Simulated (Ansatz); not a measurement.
`CC[O][InH][CH3]`, charge 0, multiplicity 1.

**Question.** Give a relaxed structure at PBE0-D4/def2-TZVP (Ansatz 0.2.0). (An estimate is asked.)

**Answer.** Computed: 
Cartesian coordinates in Å:
```
C 1.5515 -0.2229 1.1612
C 1.1665 0.9412 0.2687
O -0.0988 1.4502 0.5749
In -1.7949 0.6141 -0.0769
C -1.4845 -1.0380 -1.4031
H 1.4932 0.0707 2.2118
H 2.5696 -0.5637 0.9511
H 0.8755 -1.0708 1.0068
H 1.8986 1.7507 0.3976
H 1.2441 0.6250 -0.7853
H -3.1378 1.4429 0.5760
H -0.4812 -0.9882 -1.8271
H -2.2198 -1.0384 -2.2080
H -1.5819 -1.9730 -0.8477
```
This is one stationary point; other conformers may exist.
